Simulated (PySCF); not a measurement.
Input of a run (PBE0-D3(BJ)/def2-SVP geometry optimisation, gas phase (PySCF 2.14.0)), started from GFN2-xTB:
```
{"job": {"xc": "PBE0", "basis": "def2-SVP", "d3": "d3bj", "grid": 1, "shake": 0.01, "kind": "geom"}, "charge": 0, "multiplicity": 1}
F      0.604000     2.388360    -0.245420
C     -0.483500     1.557140    -0.034540
Si    -0.028380    -0.227020    -0.611560
P      2.042180    -0.862560     0.180750
P     -1.787490    -1.492000    -0.027110
H     -1.328490     1.971030    -0.593950
H     -0.697120     1.616860     1.036320
H      0.096180    -0.201550    -2.075390
H      1.661700    -0.725880     1.543180
H      2.544240     0.407110     0.141160
H     -1.317220    -1.822640     1.248770
H     -1.266410    -2.637120    -0.571240
```

Output (energies in Eh, forces in Eh/bohr):
```
step   0  E = -1113.42051362  max force = 0.028462
step   1  E = -1113.42607343  max force = 0.006492
step   2  E = -1113.42655531  max force = 0.001847
step   3  E = -1113.42660316  max force = 0.000737
step   4  E = -1113.42662563  max force = 0.000953
step   5  E = -1113.42663388  max force = 0.000726
step   6  E = -1113.42664043  max force = 0.000614
step   7  E = -1113.42664483  max force = 0.000313
optimisation converged
```

**Question.** Summarise the run.

**Answer.** The energy falls by 3.8 kcal/mol over 8 energy and gradient evaluations, the largest force component goes from 0.0285 to 3.1e-04 Eh/bohr, and the atoms move by 0.100 Å rms after alignment. The bond that changes most is P4–H10 (three-coordinate phosphorus to P–H hydrogen), which lengthens by 0.065 Å. Bonds longer at the end by more than 0.005 Å: 8 of 11; shorter: 2. Among the angles that change most is P4–Si3–P5, from 117.3° to 113.6°. Among the dihedrals that turn most is C2–Si3–P5–H11, from -90° to -80°. The energy never rose by more than 1e-6 Eh on the way. The first step brought 91 % of the lowering.

**Question.** What are the final bond lengths?

**Answer.** F1–C2 1.380 Å, C2–Si3 1.906 Å, Si3–P4 2.261 Å, Si3–P5 2.266 Å, C2–H6 1.105 Å, C2–H7 1.105 Å, Si3–H8 1.494 Å, P4–H9 1.431 Å, P4–H10 1.431 Å, P5–H11 1.430 Å, P5–H12 1.429 Å. Numbering counts from 1 in the input's order; the species is `FC[SiH](P)P`.

The run used 117 basis functions and 49 SCF cycles in all. The run took 45 s wall on Arm Neoverse V1, one thread, shared host with 32 logical CPUs at a one-minute load of 17, and the process peaked at 0.50 GiB of memory.

No frequency check. The numbers are those of one conformer.
